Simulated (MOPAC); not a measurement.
Acid–base and redox partners of Cl[SiH3]. Isolated molecules, 0 K electronic values unless said otherwise. Strings in code marks are SMILES.

Quantity: vertical ionisation energy (energy after one electron is removed minus that of the parent at the parent's geometry), in eV.

Case: `[SiH3]Cl`. Geometry of `[SiH3]Cl` (neutral, multiplicity 1, Å):

```xyz
5

Si    -0.1276    -0.0050     0.0008
Cl     1.9264     0.0756    -0.0119
H     -0.6530     1.2421    -0.5971
H     -0.5593    -1.1766    -0.7929
H     -0.5865    -0.1362     1.4012
```

Q: What is the computed vertical ionisation energy (energy after one electron is removed minus that of the parent at the parent's geometry) (minus the HOMO energy of AM1 // r2SCAN-D4/def2-TZVP (MOPAC))?

A: 11.52 eV.
